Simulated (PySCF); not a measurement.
C$_{3}$H$_{4}$N$_{2}$, charge -1, doublet (typed; the unrestricted solution is spin-contaminated), geometry from GFN2-xTB (a state made from the parent by changing its charge; the spin is typed, not shown lowest) (in this run its highest filled SCF level lies above zero, so its values depend strongly on the basis, on diffuse functions most of all); MP2/def2-SVP run with PySCF.

Input for PySCF:
```python
from pyscf import gto, scf, mp

mol = gto.Mole()
mol.atom = '''
    C    -0.846529   -0.798202   -0.090337
    C    -0.986760    0.568105   -0.200464
    N     0.303536    1.169444    0.001930
    C     1.103969   -0.001172    0.311923
    N     0.415534   -1.168837    0.176152
    H    -1.639687   -1.535360   -0.171015
    H    -1.832652    1.171215   -0.499590
    H     0.640619    1.709458   -0.825414
    H     2.174155    0.038049    0.122718
'''
mol.basis = 'def2-svp'
mol.charge = -1
mol.spin = 1
mol.verbose = 4
mol.build()

mf = scf.UHF(mol)
mf.kernel()

pt = mp.MP2(mf, frozen=5)
pt.kernel()
print('E(MP2) = %.10f' % pt.e_tot)
```

**Question.** Write the output that PySCF gives for this input, abridged.

**Answer.** 
```
PySCF version 2.14.0

[INPUT] verbose = 4
[INPUT] num. atoms = 9
[INPUT] num. electrons = 37
[INPUT] charge = -1
[INPUT] spin (= nelec alpha-beta = 2S) = 1
[INPUT] symmetry False subgroup None
[INPUT] Mole.unit = angstrom
[INPUT] Symbol           X                Y                Z      unit          X                Y                Z       unit  Magmom
[INPUT]  1 C     -0.846529000000  -0.798202000000  -0.090337000000 AA   -1.599707966502  -1.508383172080  -0.170712188915 Bohr   0.0
[INPUT]  2 C     -0.986760000000   0.568105000000  -0.200464000000 AA   -1.864706150676   1.073562859996  -0.378822057835 Bohr   0.0
[INPUT]  3 N      0.303536000000   1.169444000000   0.001930000000 AA    0.573599908946   2.209928878016   0.003647171420 Bohr   0.0
[INPUT]  4 C      1.103969000000  -0.001172000000   0.311923000000 AA    2.086199060010  -0.002214759018   0.589449041953 Bohr   0.0
[INPUT]  5 N      0.415534000000  -1.168837000000   0.176152000000 AA    0.785245455445  -2.208781814258   0.332879036294 Bohr   0.0
[INPUT]  6 H     -1.639687000000  -1.535360000000  -0.171015000000 AA   -3.098559360010  -2.901409902612  -0.323171513192 Bohr   0.0
[INPUT]  7 H     -1.832652000000   1.171215000000  -0.499590000000 AA   -3.463210361636   2.213275582982  -0.944088274571 Bohr   0.0
[INPUT]  8 H      0.640619000000   1.709458000000  -0.825414000000 AA    1.210594460193   3.230407441447  -1.559806399382 Bohr   0.0
[INPUT]  9 H      2.174155000000   0.038049000000   0.122718000000 AA    4.108557502354   0.071902189314   0.231903410554 Bohr   0.0

nuclear repulsion = 160.064195580172
number of shells = 42
number of NR pGTOs = 148
number of NR cGTOs = 90
basis = def2-svp
ecp = {}

******** <class 'pyscf.scf.uhf.UHF'> ********
method = UHF
initial guess = minao
damping factor = 0
level_shift factor = 0
DIIS = <class 'pyscf.scf.diis.CDIIS'>
diis_start_cycle = 1
diis_space = 8
diis_damp = 0
SCF conv_tol = 1e-09
SCF conv_tol_grad = None
SCF max_cycles = 50
direct_scf = True
direct_scf_tol = 1e-13
number electrons alpha = 19  beta = 18
Set gradient conv threshold to 3.16228e-05
init E= -225.683916820133

cycle= 1 E= -224.455075719246  delta_E= 1.23  |g|= 0.326  |ddm|= 2.51
cycle= 2 E= -224.515785266989  delta_E= -0.0607  |g|= 0.161  |ddm|= 0.541
cycle= 3 E= -224.528927464275  delta_E= -0.0131  |g|= 0.0652  |ddm|= 0.243
cycle= 4 E= -224.532632303645  delta_E= -0.0037  |g|= 0.0213  |ddm|= 0.111
cycle= 5 E= -224.533524763138  delta_E= -0.000892  |g|= 0.014  |ddm|= 0.0585
cycle= 6 E= -224.534145086937  delta_E= -0.00062  |g|= 0.0093  |ddm|= 0.0546
cycle= 7 E= -224.534555285279  delta_E= -0.00041  |g|= 0.00557  |ddm|= 0.0548
cycle= 8 E= -224.5347094563  delta_E= -0.000154  |g|= 0.00356  |ddm|= 0.0322
cycle= 9 E= -224.534790908768  delta_E= -8.15e-05  |g|= 0.0023  |ddm|= 0.0271
cycle= 10 E= -224.534823230869  delta_E= -3.23e-05  |g|= 0.0014  |ddm|= 0.0184
cycle= 11 E= -224.534836128364  delta_E= -1.29e-05  |g|= 0.000678  |ddm|= 0.0148
cycle= 12 E= -224.534838334532  delta_E= -2.21e-06  |g|= 0.000269  |ddm|= 0.00666
cycle= 13 E= -224.534838580901  delta_E= -2.46e-07  |g|= 0.000222  |ddm|= 0.00154
cycle= 14 E= -224.534838755115  delta_E= -1.74e-07  |g|= 0.000147  |ddm|= 0.00149
cycle= 15 E= -224.534838855643  delta_E= -1.01e-07  |g|= 0.000105  |ddm|= 0.000963
cycle= 16 E= -224.53483891468  delta_E= -5.9e-08  |g|= 6.48e-05  |ddm|= 0.000823
cycle= 17 E= -224.534838938526  delta_E= -2.38e-08  |g|= 3.43e-05  |ddm|= 0.00058
cycle= 18 E= -224.534838944039  delta_E= -5.51e-09  |g|= 1.77e-05  |ddm|= 0.000224
cycle= 19 E= -224.534838945308  delta_E= -1.27e-09  |g|= 9.84e-06  |ddm|= 0.000134
cycle= 20 E= -224.534838945619  delta_E= -3.11e-10  |g|= 5.23e-06  |ddm|= 7.11e-05
Extra cycle  E= -224.534838945673  delta_E= -5.39e-11  |g|= 3.65e-06  |ddm|= 2.14e-05
converged SCF energy = -224.534838945673  <S^2> = 0.86283081  2S+1 = 2.1098159

******** <class 'pyscf.mp.ump2.UMP2'> ********
nocc = (np.int64(14), np.int64(13)), nmo = (85, 85)
frozen orbitals 5
E(UMP2) = -225.25172750609  E_corr = -0.716888560416861
E(SCS-UMP2) = -225.229864114308  E_corr = -0.6950251686355
E_corr(same-spin) = -0.190662812151615
E_corr(oppo-spin) = -0.526225748265246
E(MP2) = -225.2517275061
```
